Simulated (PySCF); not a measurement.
A GIAO shielding run with PySCF (density fitting, non-relativistic, gas phase) on `Clc1cc[se]c1`, C$_{4}$H$_{3}$ClSe:

```
{"job": {"kind": "nmr", "xc": "PBE0", "basis": "cc-pVTZ", "pop": true}, "charge": 0, "multiplicity": 1}
Cl    -2.342673    -1.737370    -0.051631
C     -1.060534    -0.581235    -0.050251
C      0.310850    -0.987840    -0.035730
C      1.191007     0.053585    -0.036575
Se     0.324956     1.693056    -0.056648
C     -1.279270     0.766899    -0.062805
H      0.608857    -2.036819    -0.025046
H      2.278595    -0.005000    -0.027194
H     -2.242507     1.272665    -0.074705
```

Hardware: 1 thread of an Arm Neoverse V1, shared host. The job also computes population analyses, field gradients.

Question: How large is the calculation?

Answer: 78 electrons, 239 basis functions and 825 auxiliary functions.

Question: How long does it take?

Answer: 34 s of wall time, with 12 SCF cycles and 5 response iterations. Times on a shared host scatter by some tens of per cent.

Question: And these other runs on the same molecule and hardware: GIAO shielding at PBE0/aug-cc-pVDZ; GIAO shielding at PBE0/pcSseg-0?

Answer: PBE0/aug-cc-pVDZ: 182 functions, 22 s; PBE0/pcSseg-0: 80 functions, 6.3 s.
